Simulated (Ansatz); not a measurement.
Species: [Zr(Cl)2(H)2] (charge 0, multiplicity 1).

### Question
Give a relaxed geometry from r2SCAN-D4/def2-SVP (Ansatz, a program for electronic structure).

### Answer
the end point of this relaxation.
Z-matrix (Å, degrees):
```
Zr
H 1 1.8398
H 1 1.8398 2 109.59
Cl 1 2.3287 2 107.75 3 -116.98
Cl 1 2.3287 2 107.75 3 116.98
```
